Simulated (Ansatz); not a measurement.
`C[C]([GeH3])=[Se]` + H₂ → `[GeH3][CH]=[Se]` + CH₄ at 500 K and 1 bar (hydrogenolysis of a C–C bond).

Computed with Ansatz on PBE0-D4/def2-TZVP structures; ΔE is electronic, products minus reactants. CCSD(T)/CBS adds triple-zeta CCSD(T) − MP2 to the extrapolated MP2 energy (def2 sets, frozen cores). This one scheme is used for every species. For Ge, Se outer-core shells are correlated without core-valence functions, which leaves a few kJ/mol of doubt a bond. Scalar relativity is left out up to krypton.

```json
{"species": "`C[C]([GeH3])=[Se]`", "CCSD(T)/CBS energy (Eh)": "-4556.49424", "H − E (kJ/mol)": "219.0", "S (J/(mol·K))": "420.8"}
{"species": "H₂", "CCSD(T)/CBS energy (Eh)": "-1.17544", "H − E (kJ/mol)": "41.0", "S (J/(mol·K))": "145.5"}
{"species": "`[GeH3][CH]=[Se]`", "CCSD(T)/CBS energy (Eh)": "-4517.22497", "H − E (kJ/mol)": "135.4", "S (J/(mol·K))": "368.9"}
{"species": "CH₄", "CCSD(T)/CBS energy (Eh)": "-40.46206", "H − E (kJ/mol)": "135.6", "S (J/(mol·K))": "206.8"}
```

H − E and S are ideal-gas, rigid-rotor, harmonic terms from PBE0-D4/def2-TZVP. The MP2-based limit puts H₂ 0.8 mEh under its directly extrapolated value; such offsets cancel only in part. 1 Eh = 2625.50 kJ/mol, R = 8.31446 J/(mol·K).

Task: By hand: ΔE, ΔH, ΔS and ΔG.

Result: ΔE = (-4517.22497) + (-40.46206) − (-4556.49424) − (-1.17544) = -0.01735 Eh = -45.6 kJ/mol. Δ(H − E) = 135.4 + 135.6 − 219.0 − 41.0 = 11.0, so ΔH = -34.6 kJ/mol. ΔS = 368.9 + 206.8 − 420.8 − 145.5 = 9.4 J/(mol·K). ΔG = -34.6 − 500 × (9.4)/1000 = -39.3 kJ/mol.

Task: By hand: the equilibrium constant, and the temperature at which ΔG would vanish if ΔH and ΔS stayed fixed.

Result: log₁₀ K = −ΔG/(RT ln 10) = 4.1. ΔH and −TΔS have one sign here, so there is no such temperature.

The number of gas molecules stays the same, so ΔS is small and ΔH decides. A doubt of 5 kJ/mol in ΔE shifts log₁₀ K by 0.5 here. Modes under 60 cm⁻¹, often nearly free rotors, make the harmonic entropy too high. These are equilibria of isolated gas molecules and say nothing of rates. Largest T1 diagnostic: 0.014 (customary marks: 0.02 for closed shells, 0.045 for open ones).
